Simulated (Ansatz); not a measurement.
Reaction (formal exchange of groups at the Si–C bond): `O=C[SiH2][CH2][InH2]` + `[AlH2][SiH3]` → `O=C[SiH2][SiH2][AlH2]` + `[CH3][InH2]`

Gas-phase electronic energies from Ansatz, PBE0-D4/def2-TZVP geometries. CCSD(T)/CBS adds triple-zeta CCSD(T) − MP2 to the extrapolated MP2 energy (def2 sets, frozen cores). This one scheme is used for every species. DFT in def2-TZVPP. B3LYP here is the variant with VWN-RPA as its local correlation; programs differ in this. Elements past krypton have def2 core potentials. For In outer-core shells are correlated without core-valence functions, which leaves a few kJ/mol of doubt a bond. Each species was taken in one conformer, which may not be the lowest.

| level | ΔE (kJ/mol) |
| --- | --- |
| r2SCAN-D4 | -6.8 |
| B3LYP-D4 | -2.6 |
| B2PLYP | 1.5 |
| PBE0 | -9.2 |
| SCS-MP2/def2-TZVPP | 10.1 |
| CCSD/def2-TZVPP | 5.8 |
| MP2/def2-QZVPP | 9.1 |
| SCS-MP2/def2-QZVPP | 10.6 |

Question: What does CCSD(T)/CBS give? (Best estimate.)

Answer: The calculation gave: +5.0 kJ/mol. The listed levels differ from it by -11.8, -7.6, -3.5, -14.2, 5.1, 0.8, 4.1, 5.6 kJ/mol.

Largest T1 diagnostic among the species: 0.016.

From PBE to PBE0 (25 % exact exchange), in def2-TZVPP and without D4, ΔE moves by +6.4 kJ/mol. In def2-TZVPP, CCSD(T) changes the Hartree–Fock value by −7.8 kJ/mol (the triples alone add −1.8 kJ/mol) and MP2 by −3.3 kJ/mol.
